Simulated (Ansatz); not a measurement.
Ansatz (an electronic-structure program) input (B97M-V/def2-TZVPD):

Ansatz 0.2 input:
```yaml
crystal:
  periodic: [false, false, false]
  atoms:
    - {symbol: Si, position_ang: [-0.04130857, 0.11299787, -0.00273467]}
    - {symbol: F, position_ang: [0.02507989, -0.41268264, 1.54359336]}
    - {symbol: O, position_ang: [-0.55166706, 1.55633972, -0.24838848]}
    - {symbol: O, position_ang: [1.54078741, -0.18162667, -0.50657288]}
    - {symbol: O, position_ang: [-0.96832461, -1.10386189, -0.71236685]}
    - {symbol: H, position_ang: [1.85491289, 0.63023775, -0.91321448]}
    - {symbol: H, position_ang: [-1.66867771, -0.66487356, -1.20221461]}
basis:
  gaussian:
    orbitals: def2-TZVPD
hamiltonian:
  xc: {name: B97M-V}
total_charge: -1
output: {forces: true}
```

End of the output:

```
mean field evaluation 4: about -16774.7500 eV, gradient 1.1e1 eV
mean field evaluation 8: about -16775.0088 eV, gradient 9.6e-2 eV
mean field evaluation 16: about -16775.0091 eV, gradient 4.1e-5 eV
mean field -16775.00905854 eV, -616.4702123918 hartree, gradient 4.1e-5 eV, S^2 0.000000; 0 other end points of the search recorded, 0 dependent functions left out
the calculation of the forces begins
reference -16775.00914006 eV, -616.4702153876 hartree; 25, 25 occupied and 196, 196 virtual orbitals, 1126 factors
Total energy: -16775.00914006 eV, -616.4702153876 hartree
Atom 0 at    -0.041309     0.112998    -0.002735 Å, force     0.012475    -0.056920     0.102987 eV/Å
Atom 1 at     0.025080    -0.412683     1.543593 Å, force    -0.004183     0.109404    -0.439272 eV/Å
Atom 2 at    -0.551667     1.556340    -0.248388 Å, force     0.088143    -0.252126     0.055198 eV/Å
Atom 3 at     1.540787    -0.181627    -0.506573 Å, force    -0.220770     0.163571     0.037737 eV/Å
Atom 4 at    -0.968325    -1.103862    -0.712367 Å, force     0.055198     0.265004     0.060372 eV/Å
Atom 5 at     1.854913     0.630238    -0.913214 Å, force    -0.077845    -0.155784     0.082269 eV/Å
Atom 6 at    -1.668678    -0.664874    -1.202215 Å, force     0.146982    -0.073148     0.100709 eV/Å
Dipole moment:     0.135957    -0.325993    -0.196750 e Å
```

It need not be the lowest isomer of its formula. Whether it binds its extra electron was not tested at this geometry.
